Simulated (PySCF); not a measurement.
PySCF input:

```python
from pyscf import gto, scf, dft

mol = gto.M(
    atom='''
    O     0.02270856    0.01175974   -1.23021290
    N    -0.00000000    0.00000000    0.00000000
    O     1.01027074    0.29639100    0.63685411
    O    -1.03297929   -0.30815073    0.59335878
    ''',
    basis='def2-tzvpd',
    charge=0,
    spin=1,
    verbose=4,
)

mf = dft.UKS(mol, xc='mn15').density_fit(auxbasis='def2-universal-jkfit')
mf.grids.level = 4
mf.conv_tol = 1e-9
mf.max_cycle = 100
mf.max_memory = 1500
mf.kernel()
if not mf.converged:
    mf = mf.newton()
    mf.kernel(mf.make_rdm1())
for _ in range(2):
    mo, _, stable, _ = mf.stability(return_status=True)
    if stable:
        break
    mf.kernel(mf.make_rdm1(mo, mf.mo_occ))
mf.analyze()
```

Problem. What final total energy does it print?

Solution. -280.05339 Eh (MN15/def2-TZVPD).

It need not be the lowest isomer of its formula.
